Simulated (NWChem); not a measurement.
# SiNH$_{4}$ anion

```xyz
6

N     -0.0845     1.2027     0.0000
Si    -0.0090    -0.4703     0.0000
H      0.8132     1.6888     0.0000
H      0.6535    -1.2275    -1.1706
H     -1.4031    -1.0683     0.0000
H      0.6535    -1.2275     1.1706
```
Atoms are numbered in this order, from 1.

All runs: NWChem. Sets without diffuse functions describe the anion's extra electron poorly. Coordinates come from a B3LYP/def2-SVPD optimisation. The highest occupied level is positive in some or all of these runs, so the extra electron may be held by the finite basis. Total energies compare along this basis series because the functional is fixed.

| level | basis functions | energy (Ha) | highest occupied level (eV) | orbital gap (eV) |
|---|---|---|---|---|
| B3LYP/pcseg-1 | 52 | -346.6463 | 0.50 | 5.40 |
| B3LYP/aug-pcseg-1 | 86 | -346.6651 | -0.04 | 3.09 |
| B3LYP/pcseg-2 | 120 | -346.7228 | 0.14 | 5.01 |
| B3LYP/STO-3G | 18 | -342.3440 | 6.91 | 8.58 |
| B3LYP/def2-SVP | 52 | -346.5190 | 0.88 | 6.14 |
